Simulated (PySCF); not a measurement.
C6H6N2Si.
Geometry (GFN2-xTB, Å), atoms numbered from 1 in this order:
```
atom  x, y, z in Å
N1     3.6010   -1.2120   -0.7244
C2     2.5281   -0.8428   -0.5495
C3     1.2443   -0.3474   -0.3007
C4     0.1469   -0.8005   -0.9162
C5    -1.1736   -0.1889   -0.5393
C6    -1.9052   -1.1634    0.2411
N7    -2.4757   -1.9222    0.8772
C8    -0.9541    1.0930    0.2923
Si9    0.8458    1.0314    0.9390
H10    0.1497   -1.5999   -1.6448
H11   -1.7679    0.0102   -1.4403
H12   -1.6934    1.1599    1.0887
H13   -1.1068    1.9615   -0.3486
H14    1.5914    2.2618    0.6839
H15    0.9651    0.5672    2.3196
```

Definitions: NICS(0) = −σiso at the ring centroid; NICS(1) = −σiso and NICS(1)zz = −σzz at ±1 Å along the ring normal z. Level: GIAO PBE0/pcSseg-1 (PySCF, non-relativistic, gas phase) on the GFN2-xTB geometry, one conformer.

Ring bond lengths (Å), with Mayer bond orders in brackets: C3–C4 1.337 (1.79), C4–C5 1.503 (1.02), C5–C8 1.544 (0.99), C8–Si9 1.913 (0.89), Si9–C3 1.897 (0.78).

**Question.** Give the NICS values of each ring in ppm.

**Answer.** 
| ring | type | NICS(0) | NICS(1), two faces | NICS(1)zz, two faces | rms pucker (Å) | centre to ring atoms, mean (Å) |
| --- | --- | --- | --- | --- | --- | --- |
| C3–C4–C5–C8–Si9 | 5-membered ring with Si; formal bonds 1 double, 4 single | -3.5 | -4.0 / -3.1 | -3.4 / -1.7 | 0.08 | 1.38 |

**Question.** What can be read from them?

**Answer.** 
- C3–C4–C5–C8–Si9: mean NICS(1)zz -2.6 ppm, near zero. C5, C8, Si9 have four or more neighbours; no verdict on aromaticity is drawn.

**Question.** At the first NICS(1) probe listed for ring C3–C4–C5–C8–Si9, 1 Å off the ring, what do the in-plane components average?

**Answer.** The isotropic value is a third of the trace: (3 × -4.0 − (-3.4))/2 = -4.3 ppm.

**Question.** List the ring angles and the Hirshfeld charges of the ring atoms.

**Answer.** 
- C3–C4–C5–C8–Si9: C3 112.0° (-0.076 e), C4 117.9° (+0.006 e), C5 110.4° (+0.003 e), C8 106.8° (-0.147 e), Si9 90.0° (+0.373 e); sum 537.1° against 540° for a flat convex ring.

**Question.** What are the shieldings of the ring atoms and their hydrogens in the same run (means over atoms taken as equivalent)?

**Answer.** 
```tsv
atoms	environment	σ isotropic (ppm)	principal values of the symmetric part, first atom (ppm)
C3	fully substituted alkene carbon	64.6	-39.1, 70.7, 162.2
C4	alkene CH carbon	16.8	-109.2, 26.3, 133.4
C5	sp3 carbon next to a nitrile	150.7	134.4, 151.8, 165.8
C8	sp3 carbon bound to silicon	172.0	149.7, 167.0, 199.5
Si9	SiH2 silicon	369.8	315.0, 369.2, 425.4
H10	vinylic hydrogen	24.44	22.1, 23.6, 27.6
H11	methine hydrogen	27.91	24.0, 25.8, 34.0
H12	methylene hydrogen	30.17	25.6, 28.5, 36.4
H13	methylene hydrogen	30.13	24.8, 27.7, 37.8
H14	Si–H hydrogen	26.89	23.5, 24.7, 32.4
H15	Si–H hydrogen	26.68	23.7, 24.6, 31.8
```

On one thread of an Arm Neoverse V1, shared host, this took 33 s of wall time and 0.84 GiB of memory at its peak. This is the whole shielding run at PBE0/pcSseg-1, SCF included.
